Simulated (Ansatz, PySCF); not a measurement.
CH5AlO2, SMILES [OH][Al]([CH3])[OH]. Atoms are numbered in the order given.

```xyz
9

Al     0.0379     0.0358     0.0031
C     -1.4327    -1.2297    -0.1293
H     -1.1000    -2.1661    -0.6235
H     -2.2803    -0.8157    -0.7103
H     -1.8042    -1.5114     0.8775
O     -0.0926     1.5365    -0.8309
H      0.5788     2.2347    -0.8364
O      1.4066    -0.4070     0.9487
H      2.1975     0.1351     1.0856
```

Geometry optimised at PBE-D3(BJ)/def2-SVP. The isomer is the one that the SMILES or the coordinates give; other isomers of the formula were not compared. The values are those of a single conformer.

Vertical ionisation energy (IE) and electron affinity (EA) in eV. Rows of orbital energies are one-electron estimates. Where ΔSCF, EOM or ADC give a negative EA the extra electron is unbound and the value depends on the basis.

```tsv
level	IE	EA
−ε(HOMO), −ε(LUMO), M06-2X/def2-TZVP (PySCF)	?	?
−ε(HOMO), −ε(LUMO), PBE/def2-TZVP (PySCF)	7.09	1.01
ΔSCF, PBE0/def2-SVPD (Ansatz), final states of multiplicity 2 and 2	10.94	-0.49
ΔSCF, PBE/def2-SVPD (Ansatz), final states of multiplicity 2 and 2	10.42	-0.36
```

Task: Complete the blanks. (The exact figures need the calculation; the answer reports its results.)

Result: 
- −ε(HOMO), −ε(LUMO), M06-2X/def2-TZVP (PySCF), IE: 9.82
- −ε(HOMO), −ε(LUMO), M06-2X/def2-TZVP (PySCF), EA: -0.36

Task: What vertical singlet–triplet gap does ΔSCF give with PBE0/def2-SVPD (Ansatz, an electronic-structure program) and with PBE/def2-SVPD (Ansatz)? (The exact figures need the calculation; the answer reports its results.)

Result: 6.66 and 5.96 eV (triplet above singlet where positive).
